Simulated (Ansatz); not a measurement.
C4H9Al can be A, `C[CH]1[CH2][Al]1[CH3]`, or B, `C=[C](C)[AlH][CH3]`.

Computed with Ansatz on PBE0-D4/def2-TZVP structures; ΔE is electronic, products minus reactants. CBS: MP2 limit from def2 TZ/QZ plus the TZ coupled-cluster correction, frozen cores. Functionals use def2-TZVPP. B3LYP here is the variant with VWN-RPA as its local correlation; programs differ in this. Each species was taken in one conformer, which may not be the lowest.

A:

```xyz
14

C     1.474    1.552   -0.425
C     1.033    0.199    0.077
C     0.253    0.161    1.460
Al   -0.663   -0.686    0.019
C    -2.135   -1.670   -0.784
H     2.240    1.996    0.224
H     1.888    1.491   -1.435
H     0.641    2.262   -0.464
H     1.873   -0.502    0.107
H    -0.111    1.149    1.754
H     0.776   -0.299    2.297
H    -3.060   -1.554   -0.214
H    -1.892   -2.738   -0.802
H    -2.316   -1.360   -1.815
```

B:

```xyz
14

C     0.123    0.675    2.102
C    -0.224    0.345    0.853
C    -1.628    0.561    0.367
Al    1.206   -0.414   -0.237
C     0.897   -0.949   -2.090
H    -0.587    1.108    2.809
H     1.133    0.529    2.476
H    -1.649    1.226   -0.502
H    -2.084   -0.379    0.039
H    -2.270    0.996    1.141
H     2.626   -0.559    0.467
H     1.743   -1.482   -2.531
H     0.702   -0.069   -2.715
H     0.012   -1.588   -2.178
```

Task: Which isomer does CCSD(T)/CBS put lower? Give the gap. (Estimate.)

Result: The calculation gave: B, by 86.1 kJ/mol.

Task: Give E(B) − E(A) in kJ/mol with B3LYP-D4, B3LYP, MP2/def2-TZVPP, PBE-D4, CCSD/def2-TZVPP, PBE0-D4, B2PLYP. (Estimate.)

Result: Computed: B3LYP-D4 -94.2, B3LYP -91.6, MP2/def2-TZVPP -78.0, PBE-D4 -70.8, CCSD/def2-TZVPP -89.2, PBE0-D4 -71.6, B2PLYP -88.7. None reverses the order clearly.

Largest T1 diagnostic: 0.010.

In def2-TZVPP, CCSD(T) changes the Hartree–Fock value by +33.4 kJ/mol (the triples alone add +1.9 kJ/mol) and MP2 by +42.6 kJ/mol.
